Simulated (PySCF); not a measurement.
C3H5AlBrN.
Bonds: C1–C2 (double), C2–Br3, C2–C4, C4–N5 (triple), N5–Al6. Hydrogens: H7, H8 on C1; H9, H10, H11 on Al6.
Bond orders are those of one Lewis drawing.

Method: PBE0-D3(BJ)/def2-SVP geometry optimisation, gas phase (PySCF); density fitting, grid level 1; the optimiser is geomeTRIC in internal coordinates, started from a GFN2-xTB structure with every atom displaced at random (about 0.01 Å).

At the end of the run (lengths in Å): Al6–H11 1.603, N5–Al6 2.035, C4≡N5 1.154, C2–Br3 1.880, C1=C2 1.339, Al6–H9 1.604, Al6–H10 1.603, C4–N5–Al6 178.4°, C2–C4–N5 179.7°, C1–C2–C4 121.9°, C1–C2–Br3 123.8°.

**Question.** These geometries were met on the way; a selection of coordinates is given. Order them by energy above the end point, lowest first.
A. Al6–H11 1.599, N5–Al6 2.039, C4≡N5 1.156, C2–Br3 1.881, C1=C2 1.338, Al6–H9 1.603, Al6–H10 1.603, C4–N5–Al6 176.6°, C2–C4–N5 179.6°, C1–C2–C4 122.0°, C1–C2–Br3 123.7°
B. Al6–H11 1.610, N5–Al6 2.087, C4≡N5 1.152, C2–Br3 1.877, C1=C2 1.339, Al6–H9 1.613, Al6–H10 1.606, C4–N5–Al6 158.3°, C2–C4–N5 179.8°, C1–C2–C4 120.7°, C1–C2–Br3 124.8°
C. Al6–H11 1.583, N5–Al6 2.037, C4≡N5 1.162, C2–Br3 1.886, C1=C2 1.338, Al6–H9 1.601, Al6–H10 1.600, C4–N5–Al6 145.4°, C2–C4–N5 177.8°, C1–C2–C4 122.1°, C1–C2–Br3 124.2°
D. Al6–H11 1.604, N5–Al6 2.081, C4≡N5 1.153, C2–Br3 1.876, C1=C2 1.339, Al6–H9 1.607, Al6–H10 1.600, C4–N5–Al6 175.3°, C2–C4–N5 178.4°, C1–C2–C4 121.1°, C1–C2–Br3 123.8°
E. Al6–H11 1.545, N5–Al6 1.980, C4≡N5 1.116, C2–Br3 1.915, C1=C2 1.305, Al6–H9 1.583, Al6–H10 1.587, C4–N5–Al6 138.8°, C2–C4–N5 176.7°, C1–C2–C4 123.2°, C1–C2–Br3 123.1°

**Answer.** A (0.001 eV), D (0.014 eV), B (0.055 eV), C (0.136 eV), E (0.451 eV).

```json
{"step": "7", "E above end (eV)": "0.001", "rms distance from the end, all atoms (Å)": "0.062", "largest force (eV/Å)": "0.209", "rms shift of all bonds from the end (Å)": "0.002"}
{"step": "5", "E above end (eV)": "0.014", "rms distance from the end, all atoms (Å)": "0.100", "largest force (eV/Å)": "0.484", "rms shift of all bonds from the end (Å)": "0.015"}
{"step": "3", "E above end (eV)": "0.055", "rms distance from the end, all atoms (Å)": "0.292", "largest force (eV/Å)": "0.681", "rms shift of all bonds from the end (Å)": "0.017"}
{"step": "1", "E above end (eV)": "0.136", "rms distance from the end, all atoms (Å)": "0.406", "largest force (eV/Å)": "1.100", "rms shift of all bonds from the end (Å)": "0.007"}
{"step": "0", "E above end (eV)": "0.451", "rms distance from the end, all atoms (Å)": "0.470", "largest force (eV/Å)": "6.508", "rms shift of all bonds from the end (Å)": "0.034"}
```

Rows stand in the order of the answer.
